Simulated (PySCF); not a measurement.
SMILES [Si](Cl)(Cl)(O[SiH2]Cl)Cl (H2Cl4OSi2), B3LYP/def2-SVP optimised geometry.

```
9

Si     0.03    -1.94     0.00
Cl    -0.64    -2.88     1.71
O     -0.48    -0.36     0.00
Si    -1.51     0.89    -0.20
Cl    -0.44     2.64    -0.19
Cl    -2.48     0.69    -2.00
Cl    -2.88     0.92     1.32
H     -0.55    -2.64    -1.17
H      1.51    -1.94     0.00
```

Density from B3LYP/def2-TZVP run with PySCF at that geometry.

Minimum of the electron density along straight lines between bonded atoms, close to the bond critical point (lines longer than 1.1 times the sum of covalent radii, or with two minima, are not listed):

```tsv
bond	length / Å	ρ at the minimum / e bohr⁻³	∇²ρ there / e bohr⁻⁵	position (fraction from the first atom)
Si1–Cl2	2.067	0.099	0.19	0.36
Si1–O3	1.661	0.127	0.78	0.41
O3–Si4	1.629	0.140	0.88	0.59
Si4–Cl5	2.048	0.105	0.19	0.36
Si4–Cl6	2.054	0.104	0.19	0.36
Si4–Cl7	2.050	0.105	0.19	0.36
Si1–H8	1.482	0.128	0.12	0.49
Si1–H9	1.479	0.129	0.12	0.49
```
